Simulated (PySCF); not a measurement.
Radial density of Cr²⁺ (chromium, charge +2)

UHF, [Ar] 3d4, high-spin 5D determinant. Calculation: PySCF 2.14, in def2-SVP (5s3p2d1f, 31 functions); no relativity, point nucleus.

```csv
r (bohr),4πr²ρ (e/bohr),4πr²(ρα − ρβ)
0.00119,0.1526,0.0000
0.00200,0.4215,0.0000
0.00336,1.125,0.0000
0.00565,2.837,0.0000
0.00950,6.694,0.0000
0.0160,13.88,0.0000
0.0269,23.51,0.0001
0.0452,28.59,0.0003
0.0760,23.63,0.0024
0.128,23.94,0.0267
0.215,31.26,0.2333
0.362,16.17,1.0785
0.608,11.45,2.7740
1.02,10.96,3.0688
1.72,2.413,1.2439
2.90,0.1338,0.1174
4.87,0.002257,0.0022
```
